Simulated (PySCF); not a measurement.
## C₇H₇N: calculation and literature

Atoms are numbered as in `[CH2:1]=[CH:2][c:3]1[cH:4][cH:5][n:6][cH:7][cH:8]1`. Hydrogens are named by the atom that carries them. Ha(C1) is cis to C3; Hb(C1) is trans to C3.

Published estimates (parent shift plus substituent increments) and measurements: δ ¹³C C5/C7 150.1; C3 144.3; C4/C8 120.7; δ ¹H H(C5)/H(C7) 8.47; H(C4)/H(C8) 7.17 ppm (estimated from measurements, as parent shift plus tabulated substituent increment; solution, not stated per compound (mostly CDCl3 or CCl4); Pretsch, Buehlmann, Badertscher, Structure Determination of Organic Compounds, 4th ed. (2009)).
δ ¹H H(C2) 6.61; Ha(C1) 5.91; Hb(C1) 5.42 ppm (measured; solution, not stated per compound (mostly CDCl3 or CCl4); Pretsch, Buehlmann, Badertscher, Structure Determination of Organic Compounds, 4th ed. (2009)).

PySCF 2.14.0 with density-fitted response routines calculation with σ from GIAO-B97-2/pcSseg-2 and coordinates at the PBE0-D3(BJ)/def2-TZVP level; no solvent, single conformer, non-relativistic Hamiltonian, fast rotation and ring inversion assumed for equivalent nuclei.

Q: What does the calculation give, and how does it compare?

A: 
Reference values: estimated from measurements, as parent shift plus tabulated substituent increment (solution, not stated per compound (mostly CDCl3 or CCl4); Pretsch, Buehlmann, Badertscher, Structure Determination of Organic Compounds, 4th ed. (2009)).
```json
{"atoms": "C5/C7", "quantity": "δ ¹³C", "reference": "150.1", "computed": "158.8", "computed, scaled": "151.3"}
{"atoms": "C3", "quantity": "δ ¹³C", "reference": "144.3", "computed": "150.1", "computed, scaled": "142.8"}
{"atoms": "C4/C8", "quantity": "δ ¹³C", "reference": "120.7", "computed": "125.8", "computed, scaled": "119.4"}
{"atoms": "H(C5)/H(C7)", "quantity": "δ ¹H", "reference": "8.47", "computed": "8.89", "computed, scaled": "8.50"}
{"atoms": "H(C4)/H(C8)", "quantity": "δ ¹H", "reference": "7.17", "computed": "7.43", "computed, scaled": "7.12"}
```

Reference values: measured (solution, not stated per compound (mostly CDCl3 or CCl4); Pretsch, Buehlmann, Badertscher, Structure Determination of Organic Compounds, 4th ed. (2009)).
| atoms | quantity | reference | computed | computed, scaled |
| --- | --- | --- | --- | --- |
| H(C2) | δ ¹H | 6.61 | 6.95 | 6.67 |
| Ha(C1) | δ ¹H | 5.91 | 6.53 | 6.27 |
| Hb(C1) | δ ¹H | 5.42 | 5.71 | 5.51 |

Computed shifts are σ(ref) − σ with the named reference compound (TMS for H and C) calculated as an isolated molecule at the same level. The measured values may be among those fitted. Scaled to experiment by linear calibration (H and C: mostly CDCl3 data, vs TMS): ¹³C: δ = 176.90 − 0.966σ (rms 2.0 ppm, 686 shifts, 2.1 ppm with the 3 outliers that the fit left out); ¹H: δ = 29.89 − 0.940σ (rms 0.14 ppm, 403 shifts, 0.16 ppm with the 5 outliers that the fit left out). Occasional misses reach two or three times the rms, and more in compound classes unlike the fitted ones.

Q: How far are the unscaled ¹³C shifts from the references?

A: Mean signed difference +6.53 ppm, mean absolute 6.53 ppm over 3 comparisons; the largest is +8.7 ppm at C5/C7 (aromatic CH next to a ring nitrogen).

Q: How far are the unscaled ¹H shifts from the references?

A: Mean signed difference +0.39 ppm, mean absolute 0.39 ppm over 5 comparisons; the largest is +0.62 ppm at Ha(C1) (hydrogen on a terminal =CH2 carbon).

The carbons averaged at δ 125.8 differ by 8 ppm in this conformer.
